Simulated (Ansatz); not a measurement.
`FC1BS1` + H₂ → `B1CS1` + H–F at 700 K and 1 bar (hydrogenolysis of a C–F bond).

Computed with Ansatz on PBE0-D4/def2-TZVP structures; ΔE is electronic, products minus reactants. CBS: MP2 limit from def2 TZ/QZ plus the TZ coupled-cluster correction, frozen cores. This one scheme is used for every species.

| species | CCSD(T)/CBS energy (Eh) | H − E (kJ/mol) | S (J/(mol·K)) |
| --- | --- | --- | --- |
| `FC1BS1` | -561.59037 | 132.1 | 350.1 |
| H₂ | -1.17544 | 46.8 | 155.3 |
| `B1CS1` | -462.41225 | 145.8 | 322.1 |
| H–F | -100.39570 | 45.2 | 198.5 |

H − E and S are ideal-gas, rigid-rotor, harmonic terms from PBE0-D4/def2-TZVP, for one conformer and one mirror image of each species. The MP2-based limit puts H₂ 0.8 mEh under its directly extrapolated value; such offsets cancel only in part. 1 Eh = 2625.50 kJ/mol, R = 8.31446 J/(mol·K).

By hand: ΔE, ΔH, ΔS and ΔG.

ΔE = (-462.41225) + (-100.39570) − (-561.59037) − (-1.17544) = -0.04214 Eh = -110.6 kJ/mol. Δ(H − E) = 145.8 + 45.2 − 132.1 − 46.8 = 12.1, so ΔH = -98.5 kJ/mol. ΔS = 322.1 + 198.5 − 350.1 − 155.3 = 15.2 J/(mol·K). ΔG = -98.5 − 700 × (15.2)/1000 = -109.1 kJ/mol.

By hand: the equilibrium constant, and the temperature at which ΔG would vanish if ΔH and ΔS stayed fixed.

log₁₀ K = −ΔG/(RT ln 10) = 8.1. ΔH and −TΔS have one sign here, so there is no such temperature.

ΔH outweighs TΔS. A doubt of 5 kJ/mol in ΔE shifts log₁₀ K by 0.4 here. Other conformers and mirror images would add mixing entropy, several J/(mol·K) or more a flexible species. These are equilibria of isolated gas molecules and say nothing of rates. Largest T1 diagnostic: 0.016 (customary marks: 0.02 for closed shells, 0.045 for open ones).
